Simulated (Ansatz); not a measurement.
`C[N](C)[Mg][OH]` + H–F → `C[N](C)[Mg][F]` + H₂O at 500 K and 1 bar (ligand exchange at a Mg–O bond).

Calculated with Ansatz (gas phase, PBE0-D4/def2-TZVP geometries, no zero-point term in ΔE). CCSD(T)/CBS adds triple-zeta CCSD(T) − MP2 to the extrapolated MP2 energy (def2 sets, frozen cores). This one scheme is used for every species. For Mg outer-core shells are correlated without core-valence functions, which leaves a few kJ/mol of doubt a bond. One conformer a species, not always the lowest.

```csv
species,CCSD(T)/CBS energy (Eh),H − E (kJ/mol),S (J/(mol·K))
`C[N](C)[Mg][OH]`,-410.13497,296.3,443.1
H–F,-100.39570,39.4,188.7
`C[N](C)[Mg][F]`,-434.17400,263.5,406.4
H₂O,-76.37941,73.2,206.3
```

H − E and S are ideal-gas, rigid-rotor, harmonic terms from PBE0-D4/def2-TZVP, for one conformer and one mirror image of each species. 1 Eh = 2625.50 kJ/mol, R = 8.31446 J/(mol·K).

By hand: ΔE, ΔH, ΔS and ΔG.

ΔE = (-434.17400) + (-76.37941) − (-410.13497) − (-100.39570) = -0.02274 Eh = -59.7 kJ/mol. Δ(H − E) = 263.5 + 73.2 − 296.3 − 39.4 = 1.0, so ΔH = -58.7 kJ/mol. ΔS = 406.4 + 206.3 − 443.1 − 188.7 = -19.1 J/(mol·K). ΔG = -58.7 − 500 × (-19.1)/1000 = -49.2 kJ/mol.

By hand: the equilibrium constant, and the temperature at which ΔG would vanish if ΔH and ΔS stayed fixed.

log₁₀ K = −ΔG/(RT ln 10) = 5.1. ΔG = 0 at ΔH/ΔS = 3073 K, far beyond where these terms or the molecules hold.

ΔH outweighs TΔS. A doubt of 5 kJ/mol in ΔE shifts log₁₀ K by 0.5 here. Other conformers and mirror images would add mixing entropy, several J/(mol·K) or more a flexible species. These are equilibria of isolated gas molecules and say nothing of rates. Largest T1 diagnostic: 0.011 (customary marks: 0.02 for closed shells, 0.045 for open ones).
